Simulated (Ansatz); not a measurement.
Basis-set extrapolation for CH₇FOSSi₂ (`CO[SiH2]S[SiH2]F`) (PBE0-D4/def2-TZVP geometry, frozen core, Ansatz 0.2.0). Multiplicity 1, RHF reference.

```tsv
	def2-TZVPP	def2-QZVPP
HF	-1191.933051	-1191.973285
MP2 correlation	-1.079032	-1.169404
CCSD(T) correlation	-1.177495	not run
```

Energies in hartree. Use E(X) = E(∞) + A·exp(−7.88·√X) for Hartree–Fock and E(X) = E(∞) + B·X^(−2.97) for correlation, with X = 3 and 4, and add CCSD(T) minus MP2 of the smaller set to the MP2 limit.

Problem. What is the CCSD(T) energy at the basis-set limit?

Solution. HF limit: -1191.973285 + (-0.040234) × 0.13774 = -1191.97883. MP2 limit: -1.169404 + (-0.090372) × 0.74074 = -1.23635. Higher-order term: -1.177495 − (-1.079032) = -0.09846. Total: -1193.31364 hartree, 533.2 kJ/mol below CCSD(T)/def2-TZVPP.
